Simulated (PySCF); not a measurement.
Gas-phase reaction: SbCl5 = SbCl3 + Cl2

Energies from PySCF, thermal terms from the rigid-rotor harmonic-oscillator model, ideal gas at 1 bar. † marks an energy on the PBE0/def2-TZVP geometry and frequencies; other levels use their own. MP2 and CCSD(T) freeze the core. All species are closed-shell singlets. Sb: scalar-relativistic def2 core potential, no spin-orbit coupling. MP2 isn't extrapolated to the basis-set limit; its ΔH°(298 K) is 114.1 kJ in def2-SVP and 94.0 kJ in def2-TZVPP. CCSD(T) isn't extrapolated to the basis-set limit. The harmonic model lacks anharmonicity and excited electronic states, which grow with temperature; levels with a mode under 35 cm⁻¹ are left out. Soft modes under 120 cm⁻¹ make the harmonic entropy rough for SbCl5, SbCl3.

```csv
level,"ΔE electronic, kJ","ΔH°(298 K), kJ","ΔS°(298 K), J/K","ΔG°(1600 K), kJ"
BLYP/def2-TZVP†,23,19,157,-215
CCSD(T)/def2-SVP†,92,88,157,-146
M06-2X/def2-TZVP†,95,91,157,-143
MP2/def2-TZVPP†,98,94,157,-141
PBE0/def2-TZVP,74,69,157,-165
r2SCAN/def2-TZVP†,91,87,157,-147
ωB97X-V/def2-TZVP†,88,84,157,-151
```
ΔH° is lowest at BLYP/def2-TZVP† and highest at MP2/def2-TZVPP†. No reference value is set beside these.
